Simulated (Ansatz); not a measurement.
System: CAgO, charge 1, multiplicity 1. SMILES: O=[C+][Ag]

Atoms: Ag1, C2, O3. Bonds: Ag1-C2, C2-O3.

Bond lengths (Å) and angles (degrees) optimised at HF/6-31G* with LANL2DZ past Ar with Ansatz (an electronic-structure program); B3LYP/6-31G* with LANL2DZ past Ar with Ansatz; MP2/6-31G* with LANL2DZ past Ar with Ansatz, each started from the B3LYP-D3(BJ)/def2-TZVP structure (Ansatz) of the last column. A row stands for all coordinates that are equal there. 6-31G* holds six Cartesian d functions. No wavenumbers were computed at MP2/6-31G* with LANL2DZ past Ar, so these may be saddle points.

```
coordinate  HF/6-31G* with LANL2DZ past Ar  B3LYP/6-31G* with LANL2DZ past Ar  MP2/6-31G* with LANL2DZ past Ar  B3LYP-D3(BJ)/def2-TZVP
----------  ------------------------------  ---------------------------------  -------------------------------  ----------------------
Ag1-C2                               2.526                              2.231                            2.374                   2.152
C2-O3                                1.103                              1.126                            1.143                   1.114
Ag1-C2-O3                            180.0                              180.0                            180.0                   180.0
```

Mean signed difference of all 2 bond lengths from B3LYP-D3(BJ)/def2-TZVP: HF/6-31G* with LANL2DZ past Ar 0.182 Å, B3LYP/6-31G* with LANL2DZ past Ar 0.046 Å, MP2/6-31G* with LANL2DZ past Ar 0.126 Å.
